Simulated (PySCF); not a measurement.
## Partial charges of `[SiH3]P([SiH3])P([SiH3])P`

Species: H11P3Si3.
Geometry (GFN2-xTB, Å), atoms numbered from 1 in this order:
```xyz
17
H11P3Si3 angstrom
Si    -1.5486    2.0273    0.2549
P     -0.4774    0.2973   -0.6847
Si    -1.8975   -1.3835   -0.2777
P      0.9272   -0.0758    0.9140
Si     1.9957   -1.8684    0.0694
P      2.4635    1.3736    0.4798
H     -0.6766    3.2008    0.0941
H     -2.7741    2.1688   -0.5321
H     -1.8342    1.8082    1.6765
H     -2.0619   -1.6472    1.1549
H     -3.1605   -0.9546   -0.8817
H     -1.3404   -2.5588   -0.9584
H      3.3215   -1.8216    0.6914
H      1.2096   -3.0344    0.4910
H      2.0814   -1.7914   -1.3932
H      1.8530    1.9231   -0.6511
H      1.9124    2.3486    1.3162
```

Density: PBE0/pcSseg-1 (PySCF); schemes: Mulliken, IAO, Hirshfeld and ESP-fitted. Isolated species at its GFN2-xTB geometry (one conformer only).

Question: Do the Mulliken, IAO, Hirshfeld and ESP-fitted schemes agree on where the charge is lowest?

Answer: All schemes agree: Mulliken P2 (-0.445); IAO P2 (-0.234); Hirshfeld P2 (-0.074); ESP-fitted P2 (-0.337).

Question: At which atom do the 4 schemes differ most?

Answer: At P2: from -0.445 (Mulliken) to -0.074 e (Hirshfeld), 0.371 e apart.

Question: Do the Mulliken, IAO, Hirshfeld and ESP-fitted schemes agree on where the charge is highest?

Answer: The schemes don't all agree: Mulliken Si5 (+0.370); IAO Si1 (+0.414); Hirshfeld Si3 (+0.250); ESP-fitted Si3 (+0.357).

Question: Tabulate the Mulliken, IAO, Hirshfeld and ESP-fitted charges.

Answer: In e:

```csv
atom,environment,Mulliken,IAO,Hirshfeld,ESP-fitted
Si1,SiH3 silicon,+0.361,+0.414,+0.245,+0.328
P2,three-coordinate phosphorus,-0.445,-0.234,-0.074,-0.337
Si3,SiH3 silicon,+0.342,+0.409,+0.250,+0.357
P4,three-coordinate phosphorus,-0.349,-0.136,-0.037,-0.174
Si5,SiH3 silicon,+0.370,+0.411,+0.241,+0.327
P6,three-coordinate phosphorus,-0.056,+0.029,+0.033,-0.252
H7,Si–H hydrogen,-0.049,-0.097,-0.070,-0.072
H8,Si–H hydrogen,-0.050,-0.097,-0.070,-0.045
H9,Si–H hydrogen,-0.040,-0.104,-0.072,-0.075
H10,Si–H hydrogen,-0.033,-0.102,-0.071,-0.077
H11,Si–H hydrogen,-0.049,-0.094,-0.068,-0.057
H12,Si–H hydrogen,-0.036,-0.095,-0.068,-0.059
H13,Si–H hydrogen,-0.039,-0.087,-0.068,-0.047
H14,Si–H hydrogen,-0.047,-0.101,-0.071,-0.066
H15,Si–H hydrogen,-0.039,-0.103,-0.073,-0.048
H16,P–H hydrogen,+0.081,-0.008,-0.013,+0.147
H17,P–H hydrogen,+0.078,-0.005,-0.013,+0.150
```

Mean size of the charges over all atoms: ESP-fitted 0.154 e, IAO 0.149 e, Mulliken 0.145 e, Hirshfeld 0.090 e. Each set sums to the total charge, 0, to within 0.001 e. The ESP scheme fits charges at the nuclei, held to the total charge, to the electrostatic potential on points at 1.4 to 2.0 times the van der Waals radii. The Hirshfeld scheme weights the molecular density at each point by an atom's share of the summed free-atom densities.

Question: How closely do the schemes follow one another over all atoms?

Answer: Correlation coefficient and root-mean-square difference: IAO with Hirshfeld 0.98, 0.086 e; Mulliken with ESP-fitted 0.93, 0.076 e; Mulliken with IAO 0.90, 0.094 e; IAO with ESP-fitted 0.87, 0.100 e; Mulliken with Hirshfeld 0.80, 0.134 e; Hirshfeld with ESP-fitted 0.80, 0.121 e.

Question: How many electrons does the Mulliken scheme count on Si5?

Answer: Z − q = 14 − (+0.370) = 13.630.
